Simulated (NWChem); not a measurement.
Molecule: TaOCl2F; SMILES [Cl][Ta](=[O])([Cl])[F]

def2 effective core potentials on Ta; no spin-orbit coupling.

Question: Give the equilibrium geometry at PBE-D3(BJ)/def2-SVP with def2 effective core potentials on Ta (NWChem) as an XYZ file, with the point group.

Answer: point group Cs; any orientation.
```
5

Ta     0.1508    -0.0269     0.0000
O      1.0156     1.4650     0.0000
F      1.4473    -1.3909     0.0000
Cl    -1.1361    -0.0495     1.9144
Cl    -1.1361    -0.0495    -1.9144
```
